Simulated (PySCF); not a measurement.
Choosing a molecule for a target property.

Each SMILES stands for a single optimised conformer of the isolated species, non-relativistic unless stated. Electronic properties by PySCF.

Dipoles, sizes and rotational constants follow the conformer. The torsions of the flexible species, by atom-mapped SMILES:
- `[O:1]=[C:2]1[CH:3]=[C:4]([O:5][SiH3:6])[C:7](=[O:8])[CH2:9]1`: C3–C4–O5–Si6 180°
- `[CH2:1]=[C:2]([C:3]#[C:4][C:5]([F:6])([F:7])[F:8])[CH:9]=[O:10]`: C1–C2–C9–O10 0°
- `[CH2:1]=[C:2]([C:3]#[N:4])[C:5](=[CH2:6])[C:7](=[CH2:8])[C:9]#[N:10]`: C1–C2–C5–C6 -147°, C2–C5–C7–C8 33°
- `[CH3:1][C:2]([F:3])([F:4])[O:5][CH:6]=[C:7]=[O:8]`: C1–C2–O5–C6 180°, C2–O5–C6–C7 -1°

Question: Wanted: dipole moment between 2.5 D and 3.5 D (PBE0/def2-SVPD) and static isotropic polarisability above 90 au (PBE0/def2-SVPD), at GFN2-xTB geometries. Which candidate meets both?
A. `C=C(C#CC(F)(F)F)C=O`
B. `C=C(C#N)C(C(=C)C#N)=C`
C. `CC(F)(F)OC=C=O`
D. `O=C1C=C(O[SiH3])C(=O)C1`
E. `N#CCC#CN1C=CC=C1`
F. `Fc1c(C)cnc(C#C)n1`

Answer: B. Computed values:
```
                species  dipole moment  static isotropic polarisability
    C=C(C#CC(F)(F)F)C=O         1.77 D                          79.5 au
O=C1C=C(O[SiH3])C(=O)C1         1.95 D                          94.7 au
      Fc1c(C)cnc(C#C)n1         2.43 D                          97.5 au
         CC(F)(F)OC=C=O         2.64 D                          56.2 au
  C=C(C#N)C(C(=C)C#N)=C         3.34 D                         102.0 au
       N#CCC#CN1C=CC=C1         3.58 D                         104.4 au
```

Question: Wanted: lowest singlet excitation between 3 eV and 3.4 eV (TDDFT PBE0/def2-SVPD) and electronic spatial extent ⟨r²⟩ about the centre of nuclear charge below 2070 bohr² (PBE0/def2-SVPD), at GFN2-xTB geometries. Which candidate meets both?
A. `O=C1C=C(O[SiH3])C(=O)C1`
B. `N#CCC#CN1C=CC=C1`
C. `FC(F)(C)OC=C=O`
D. `C#Cc1ncc(C)c(F)n1`
E. `O=CC(=C)C#CC(F)(F)F`

Answer: A. Computed values:
| species | lowest singlet excitation | electronic spatial extent ⟨r²⟩ about the centre of nuclear charge |
| --- | --- | --- |
| FC(F)(C)OC=C=O | 2.79 eV | 877 bohr² |
| O=C1C=C(O[SiH3])C(=O)C1 | 3.26 eV | 1503 bohr² |
| O=CC(=C)C#CC(F)(F)F | 3.48 eV | 2087 bohr² |
| C#Cc1ncc(C)c(F)n1 | 4.41 eV | 1472 bohr² |
| N#CCC#CN1C=CC=C1 | 5.66 eV | 2057 bohr² |
